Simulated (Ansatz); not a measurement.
Geometry optimisation, Ansatz 0.2.0, UKS PBE-D4/def2-SVP.

Input file:

```yaml
crystal:
  periodic: [false, false, false]
  atoms:
    - { symbol: W, position_ang: [0.0, 0.0, 0.0] }
    - { symbol: H, position_ang: [0.0, 0.0, 1.97] }
    - { symbol: F, position_ang: [1.85, 0.0, 0.0] }
    - { symbol: F, position_ang: [0.0, 1.85, 0.0] }
    - { symbol: F, position_ang: [-1.85, 0.0, 0.0] }
    - { symbol: F, position_ang: [0.0, -1.85, 0.0] }
    - { symbol: F, position_ang: [0.0, 0.0, -1.85] }
    - { symbol: H, position_ang: [0.0, 0.0, 2.93] }
magnetization:
  spin_polarized: true
  initial_magnetization: 1
basis:
  gaussian: { orbitals: def2-SVP }
hamiltonian:
  xc: pbe
  dispersion: d4
relax:
  f_tol: 0.15
  max_steps: 25
  restrain:
    - { distance: [1, 7], at: 0.66, k: 30.0 }
    - { distance: [0, 1], at: 2.92, k: 30.0 }
output:
  orbitals: {}
```

Command:

```bash
$ ansatz run input.yaml --threads 4 --pin off --max-ram 5120MiB --backend cpu --events-out ev --progress --plain --runs-dir out
```

Problem. Where does it end, and by what steps?

Solution. The forces met the threshold. The restraints hold the end off the free minimum. After 4 steps the energy has fallen by 0.856 eV (the restraints' own energy left out); H2 moved furthest, 0.58 Å. Parted: W1–H2.

```json
{"step": "0", "energy less start (eV)": "0.0000", "largest force component (eV/Å)": "4.266", "accepted": "yes"}
{"step": "1", "energy less start (eV)": "-0.5355", "largest force component (eV/Å)": "4.274", "accepted": "yes"}
{"step": "2", "energy less start (eV)": "-0.4792", "largest force component (eV/Å)": "4.644", "accepted": "yes"}
{"step": "3", "energy less start (eV)": "-0.8254", "largest force component (eV/Å)": "2.085", "accepted": "yes"}
{"step": "4", "energy less start (eV)": "-0.8563", "largest force component (eV/Å)": "1.846", "accepted": "yes"}
```

```xyz
8
Properties=species:S:1:pos:R:3
W 0.000 0.000 -0.365
H 0.000 0.000 2.552
F 1.855 -0.059 -0.047
F -0.059 1.855 -0.047
F -1.855 0.059 -0.047
F 0.059 -1.855 -0.047
F 0.000 0.000 -2.222
H 0.000 0.000 3.273
```

Time of the run: 45 s on 4 threads of Arm Neoverse V1 (shared host), peak memory 0.29 GiB.
